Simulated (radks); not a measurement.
Q: Successive ionisation energies (eV) of one element, from differences of total energies of ions in their ground configurations, starting at charge 44: 2364.4, 2425.7, 2487.2, 2548.8, 2610.5, 2887.7, 2952.0, 4920.7, 5062.3, 5205.4, 5349.9, 5495.9, 5643.3, 5792.1, 5942.2, 6093.6, 6246.3, 6869.9, 7006.6, 7143.8, 7281.2, 7418.6. Method: scalar-relativistic Kohn-Sham, PBE, spin-unpolarised, spherical densities, point nucleus; computed with a radial shooting solver on a logarithmic mesh with Libxc functionals. Which element is it?

A: Gold (Z = 79). The first species listed is Au44+ in [Ar] 3d10 4s2 4p5, the last Au65+ in [Ne] 3s2 3p2.
